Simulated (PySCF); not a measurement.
Energy landscape of H₂Cl (cation, charge +1), singlet: map of symmetric stretch and bend. Scanned: Cl-H bond length and H-Cl-H angle.

Cartesian coordinates as functions of the variables (Å; names that start with a are angles):
```
Cl  0  0  0
H  r*sin(a/2)  0  r*cos(a/2)
H  -r*sin(a/2)  0  r*cos(a/2)
```

Computed with wB97X-V/cc-pVDZ run with PySCF 2.14.0.

Energy in kcal/mol above the lowest grid point; x is the Cl-H bond length (Å), y the H-Cl-H angle (°).

| y \ x | 1.11 | 1.18 | 1.24 | 1.31 | 1.38 | 1.44 | 1.51 | 1.57 | 1.64 | 1.70 | 1.77 |
|---|---|---|---|---|---|---|---|---|---|---|---|
| 180 | 100.6 | 74.1 | 61.9 | 56.2 | 56.9 | 61.0 | 68.5 | 76.5 | 86.8 | 96.2 | 107.4 |
| 170 | 98.2 | 71.6 | 59.4 | 53.6 | 54.3 | 58.3 | 65.7 | 73.6 | 83.9 | 93.2 | 104.3 |
| 160 | 91.6 | 64.9 | 52.5 | 46.7 | 47.3 | 51.3 | 58.7 | 66.6 | 76.8 | 86.2 | 97.4 |
| 150 | 82.0 | 55.2 | 42.9 | 37.1 | 37.8 | 41.9 | 49.5 | 57.6 | 68.2 | 77.9 | 89.4 |
| 140 | 71.2 | 44.5 | 32.2 | 26.7 | 27.7 | 32.1 | 40.1 | 48.6 | 59.6 | 69.7 | 81.8 |
| 130 | 60.7 | 34.2 | 22.2 | 16.9 | 18.3 | 23.1 | 31.5 | 40.4 | 52.0 | 62.5 | 75.1 |
| 120 | 51.8 | 25.5 | 13.7 | 8.8 | 10.5 | 15.7 | 24.5 | 33.8 | 45.8 | 56.7 | 69.8 |
| 110 | 45.5 | 19.3 | 7.7 | 3.0 | 5.0 | 10.4 | 19.6 | 29.2 | 41.5 | 52.7 | 66.1 |
| 100 | 42.3 | 16.1 | 4.6 | 0.0 | 2.2 | 7.7 | 17.1 | 26.8 | 39.3 | 50.7 | 64.3 |
| 90 | 42.8 | 16.4 | 4.7 | 0.0 | 2.2 | 7.7 | 17.1 | 26.9 | 39.4 | 50.8 | 64.5 |
| 80 | 47.4 | 20.4 | 8.3 | 3.3 | 5.1 | 10.5 | 19.7 | 29.4 | 41.8 | 53.2 | 66.7 |
| 70 | 56.2 | 28.5 | 15.7 | 9.9 | 11.1 | 16.0 | 24.8 | 34.1 | 46.3 | 57.4 | 70.7 |

Points that lie below all their neighbours on the grid: x = 1.31, y = 100 (0.0 kcal/mol).
